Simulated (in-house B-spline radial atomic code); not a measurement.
RPA and G0W0 for Be II (Be+), [He] 2s1, highest spin, as one setting changes: the radius of a hard wall (bohr). Start: Hartree-Fock. A dash marks a level of low quasi-particle weight. Computed with an all-electron radial atomic-structure program (B-spline basis): all electrons, non-relativistic, point nucleus, each spin shell either full or empty, empty states to l = 9 with an (l + 1/2)⁻⁴ tail; G0W0 by contour deformation at full frequency.

RPA overbinds a lone outer s electron by self-correlation, and G0W0 tends to as well.

```json
{"radius of a hard wall (bohr)": "2", "mean-field level (eV)": "17.708", "G0W0 level (eV)": "2s up 15.833", "RPA correlation (Eh)": "-0.12715"}
{"radius of a hard wall (bohr)": "2.5", "mean-field level (eV)": "?", "G0W0 level (eV)": "?", "RPA correlation (Eh)": "?"}
{"radius of a hard wall (bohr)": "3", "mean-field level (eV)": "-10.964", "G0W0 level (eV)": "2s up -12.131", "RPA correlation (Eh)": "-0.10683"}
{"radius of a hard wall (bohr)": "3.5", "mean-field level (eV)": "?", "G0W0 level (eV)": "?", "RPA correlation (Eh)": "?"}
{"radius of a hard wall (bohr)": "4", "mean-field level (eV)": "-16.493", "G0W0 level (eV)": "2s up -17.397", "RPA correlation (Eh)": "-0.1009"}
{"radius of a hard wall (bohr)": "5", "mean-field level (eV)": "-17.765", "G0W0 level (eV)": "2s up -18.530", "RPA correlation (Eh)": "-0.098473"}
{"radius of a hard wall (bohr)": "6", "mean-field level (eV)": "-18.055", "G0W0 level (eV)": "2s up -18.749", "RPA correlation (Eh)": "-0.097555"}
{"radius of a hard wall (bohr)": "8", "mean-field level (eV)": "-18.128", "G0W0 level (eV)": "2s up -18.778", "RPA correlation (Eh)": "-0.097193"}
{"radius of a hard wall (bohr)": "12", "mean-field level (eV)": "-18.130", "G0W0 level (eV)": "2s up -18.776", "RPA correlation (Eh)": "-0.09717"}
```

What belongs in the row for 3.5?

mean-field level (eV): -14.719; G0W0 level (eV): 2s up -15.732; RPA correlation (Eh): -0.10319.

What belongs in the row for 2.5?

mean-field level (eV): -2.608; G0W0 level (eV): 2s up -4.011; RPA correlation (Eh): -0.11308.
